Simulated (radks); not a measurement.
Task: These are the eigenvalues of the occupied orbitals of an atom or ion with whole-number occupations (Ry). Calculated with a radial shooting solver on a logarithmic mesh with Libxc functionals: scalar-relativistic Kohn-Sham, PBE, spin-polarised, spherical densities, finite nucleus; Fermi nuclear charge, rms radius of each element as measured or else 0.836 A^(1/3) + 0.57 fm.

orbital  eigenvalue
1s up     -6473.313
1s down   -6473.312
2s up     -1157.922
2s down   -1157.921
2p up     -993.6600
2p down   -993.6592
3s up     -277.9615
3s down   -277.9608
3p up     -230.8322
3p down   -230.8314
3d up     -182.6446
3d down   -182.6440
4s up     -62.91983
4s down   -62.91871
4p up     -47.46666
4p down   -47.46544
4d up     -29.54436
4d down   -29.54296
5s up     -10.57727
5s down   -10.57416
4f up      -9.75807
4f down    -9.75643
5p up      -6.29981
5p down    -6.29673
5d up      -1.55285
5d down    -1.53837
6s up      -0.90983
6s down    -0.83510
6p up      -0.28955

Which element is it, and in what charge state? The configuration may be excited. Open shells, if any, are filled with parallel spins first.

Result: Z = 82, lead, charge 0: Pb in [Hg] 6p2. The list shows which subshells hold electrons but not how many an open one holds; the 1s level, -3236.7 hartree, gives Z - s = 80.5 by -(Z - s)^2/2, which with screening and relativity narrows Z to a few neighbours, and the depths of the outer levels then fix element, charge and occupations together.
